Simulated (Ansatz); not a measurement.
Basis sets compared for Li₉F₉ (started as a model of: (LiF)9 cage of four- and six-membered rings). Charge 0, multiplicity 1. Geometry PBE-D4/def2-SVP. Ansatz on 4 threads of Arm Neoverse V1 on a shared host; times are rough, and most runs start from earlier orbitals.

```xyz
18

Li   -1.804   -0.493    1.637
F    -0.706   -1.895    1.345
Li    0.557   -0.825    2.142
F    -0.597    0.495    2.575
Li   -0.901    1.747    1.309
F    -2.240    0.812    0.469
Li   -2.003    0.306   -1.214
F    -1.685   -1.446   -1.518
Li   -0.545   -2.266   -0.382
F     0.973   -1.801   -1.306
Li   -0.169   -0.849   -2.329
F    -0.561    0.906   -2.182
Li    2.175   -0.767   -0.511
F     2.035   -0.365    1.276
F     0.500    2.343    0.400
Li    0.716    1.806   -1.344
F     2.282    0.951   -1.058
Li    1.973    1.342    0.692
```

Binding counts from free atoms (Li doublet, F doublet) in the same basis, without a counterpoise term.

| level | functions | energy (Eh) | HOMO (eV) | LUMO (eV) | binding per atom (eV) | wall time |
| --- | --- | --- | --- | --- | --- | --- |
| PBE-D4/def2-SVP | 207 | -965.7740 | -7.40 | -0.77 | 4.28 | 6.5 s |
| PBE0-D4/def2-SVP | 207 | -965.8131 | -9.44 | -0.22 | 4.14 | 8 s |

(1) Estimate the rows for PBE-D4/def2-TZVP (with forces), PBE0-D4/def2-TZVP.

## Answers

(1) 
```csv
level,functions,energy (Eh),HOMO (eV),LUMO (eV),binding per atom (eV),wall time
PBE-D4/def2-TZVP (with forces),405,-966.8679,-7.63,-0.80,4.06,11 s
PBE0-D4/def2-TZVP,405,-966.8970,-9.63,-0.17,3.94,18 s
```
